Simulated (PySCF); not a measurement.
# One molecule, several mistakes: BGeH7NSi cation

These are calculations, not measurements. The program is PySCF 2.14.0, an open-source quantum chemistry code, run on an isolated molecule that a program drew, which may never have been made. The molecule is BGeH7NSi cation (charge +1, singlet), drawn as the SMILES string `[BH+][GeH2][SiH2]N`.

Each row is a Hartree-Fock (HF) and frozen-core CCSD(T) single point in the cc-pV(D+d)Z basis, meant for a local HF minimum. Run 1 is clean. Each other run has one planted mistake out of seven kinds, and not every kind appears here: one electron removed, one electron added, multiplicity raised by two, geometry at a saddle point, minimal basis STO-3G, one bond length entered in bohr, all coordinates scaled. The reference is restricted for singlets and unrestricted otherwise, and also for a bond in bohr. Adding or removing an electron swaps singlet and doublet. Electrons count all cores. HOMO and LUMO are orbital energies over both spins, the gradient is its largest component, and the lowest frequency (negative if imaginary) is given only where the gradient is small. Bond lengths are over the 10 bonds as drawn. T1 is the CCSD diagnostic: over 0.02 (restricted) or 0.045 (unrestricted) a single reference is doubtful. Germanium has the cc-pVDZ-PP basis, with a core potential (ECP10MDF) in place of its 10 inner electrons, and its 3s, 3p and 3d shells are frozen in CCSD(T).

Geometry of the clean run:
```xyz
11
BGeH7NSi cation, angstrom
B     1.2980   -2.3305    2.8500
Ge    0.5138   -1.2602    1.2140
Si   -1.4552    0.1251    1.8092
N    -1.9909    0.9318    0.4301
H     1.7290   -2.9278    3.7788
H     1.7951   -0.5265    0.8080
H     0.2811   -2.4488    0.2770
H    -0.9414    1.0397    2.8388
H    -2.4316   -0.8525    2.3107
H    -2.6670    0.5561   -0.2071
H    -1.6590    1.8347    0.1493
```

```
run,electrons,basis functions,<S^2>,HOMO (eV),LUMO (eV),gradient (hartree/bohr),lowest frequency (cm^-1),mean bond (Å),longest bond (Å),T1,HF (hartree),CCSD(T) (hartree),mistake
1,64,109,0.000,-14.02,-4.70,2.4e-05,43,1.5464,2.480,0.0218,-665.23044,-665.72634,no fault
2,64,109,2.064,-11.67,-6.64,4.4e-02,-,1.5464,2.480,0.0335,-665.14861,-665.63608,multiplicity raised by two
3,64,109,0.000,-14.26,-4.72,5.6e-02,-,1.4644,2.349,0.0216,-665.19981,-665.69039,all coordinates scaled
4,64,109,0.711,-13.72,-4.77,2.3e-02,-,1.6355,2.480,0.0659,-665.07619,-665.57392,one bond length entered in bohr
5,63,109,0.776,-20.27,-10.47,8.0e-02,-,1.5464,2.480,0.0395,-664.78068,-665.23989,?
```

**Which mistake was planted in run 5, and what did it cost?**

It counts 63 electrons, one fewer than the clean run, at the same geometry and basis. So the mistake is: one electron removed. Subtracting run 1 and multiplying by 627.51 kcal/mol a hartree, the energy moved by 282.2 kcal/mol in HF and 305.3 kcal/mol in CCSD(T).

Cautions from the logs. Run 1: T1 is over the limit, so its CCSD(T) energy is less reliable; run 3: T1 is over the limit, so its CCSD(T) energy is less reliable; run 4: T1 is over the limit, so its CCSD(T) energy is less reliable.
